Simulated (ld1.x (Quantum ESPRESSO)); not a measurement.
# nickel: ultrasoft pseudisation with BP86, non-relativistic reference atom.

```json
{
  "Element": "Ni (Z = 28)",
  "Generator": "ld1.x (Quantum ESPRESSO) 7.5",
  "Type": "ultrasoft",
  "Functional": "BP86",
  "Relativity": "non-relativistic",
  "Frozen core": "[Ne]",
  "Valence charge": "18",
  "Reference configuration": "3s2 3p6 3d8 4s2 4p0",
  "Partial waves": "3s (bound): rcut 1.15, rcutus 1.55 bohr; 4s (bound): rcut 1.15, rcutus 1.55 bohr; 3p (bound): rcut 1.10, rcutus 1.25 bohr; 4p (bound, empty): rcut 1.10, rcutus 1.25 bohr; 3d (bound): rcut 1.10, rcutus 1.20 bohr; 3d channel at -0.35 Ry: rcut 1.10, rcutus 1.20 bohr; 4f channel at 0.5 Ry: rcut 0.95, rcutus 1.35 bohr; 4f channel at 3.25 Ry: rcut 0.95, rcutus 1.35 bohr",
  "Local potential": "all-electron potential smoothed inside 0.95 bohr (lloc = -1)",
  "Core correction": "a·sin(br)/r model core inside 0.85 bohr",
  "Augmentation charge": "PSQ, radius 0.90 bohr"
}
```

All-electron outer shells of the reference configuration (BP86, non-relativistic, ld1.x):

```json
{"shell": "2p", "level (eV)": "-840.89", "outermost node (bohr)": "–", "outermost maximum (bohr)": "0.17"}
{"shell": "3s", "level (eV)": "-108.15", "outermost node (bohr)": "0.30", "outermost maximum (bohr)": "0.65"}
{"shell": "3p", "level (eV)": "-70.82", "outermost node (bohr)": "0.27", "outermost maximum (bohr)": "0.65"}
{"shell": "3d", "level (eV)": "-9.36", "outermost node (bohr)": "–", "outermost maximum (bohr)": "0.63"}
{"shell": "4s", "level (eV)": "-5.70", "outermost node (bohr)": "0.93", "outermost maximum (bohr)": "2.27"}
{"shell": "4p", "level (eV)": "-1.36", "outermost node (bohr)": "1.01", "outermost maximum (bohr)": "3.17"}
```

Results:

* Largest excitation error: +32 meV (all-electron minus pseudo) for 3s2 3p6 3d7 4s2 4p0, out of 7 test configurations
* Lowest eigenvalue of the overlap operator: -0.82 (p channel); it is negative, so in a basis up to 400 Ry S is not positive definite and the file is unfit for use
* Density cutoff estimated by the generator: 862 Ry

The ghost test of this file was not conclusive. Its overlap operator is not positive definite in a basis up to 400 Ry (lowest eigenvalue s -0.09, p -0.82, f -0.67), so the file is unfit for use: the generalised eigenproblem breaks down once the basis is large enough, and its test numbers describe a broken file.

Generation and tests took about 5.3 s on one core of a shared server CPU.
